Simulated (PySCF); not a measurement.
# Potential energy of LiCa⁻ along the bond

Set-up: PySCF, no relativity, basis sets Li def2-SVPD, Ca def2-SVPD. Energies in eV from Li⁻ + Ca in their ground configurations at the same level. State: ¹Σ⁺ (singlet), closed shell.

| R (Å) | RHF-CCSD | RHF-CCSD(T) |
| --- | --- | --- |
| 3.388 | -0.4015 | -0.4704 |
| 3.538 | -0.4419 | -0.5080 |
| 3.651 | -0.4586 | -0.5226 |
| 3.764 | -0.4662 | -0.5281 |
| 3.877 | -0.4666 | -0.5265 |
| 4.027 | -0.4587 | -0.5159 |
| 4.216 | -0.4394 | -0.4932 |
| 4.441 | -0.4082 | -0.4579 |

Question: Put a parabola through the three lowest points of the RHF-CCSD curve and estimate Re, k and ωe (reduced mass 5.968 u; 1 eV/Å² = 0.16022 mdyn/Å; ωe = 1302.8·√(k/μ) cm⁻¹).

Answer: Through R = 3.764, 3.877, 4.027 Å the second-order coefficient is 0.214 eV/Å², so Re ≈ 3.829 Å, k ≈ 0.0685 mdyn/Å and ωe ≈ 140 cm⁻¹. A polynomial fit of higher order to the unrounded RHF-CCSD energies gives Re = 3.826 Å, k = 0.0783 mdyn/Å, ωe = 149 cm⁻¹; anharmonicity and rounding make the difference.

The higher-order fit for each curve: RHF-CCSD: Re = 3.826 Å, ωe = 149 cm⁻¹, De = 0.467 eV; RHF-CCSD(T): Re = 3.791 Å, ωe = 155 cm⁻¹, De = 0.53 eV.

Correlated steps freeze 5 core orbitals. Correlated levels converge slowly with the basis: in double zeta they bind strong bonds too weakly, by up to about 1 eV, and carry superposition errors of some tenths. For an ion De counts to the pair picked by the measured ionisation energies or electron affinities, which need not be the lowest pair at this level.
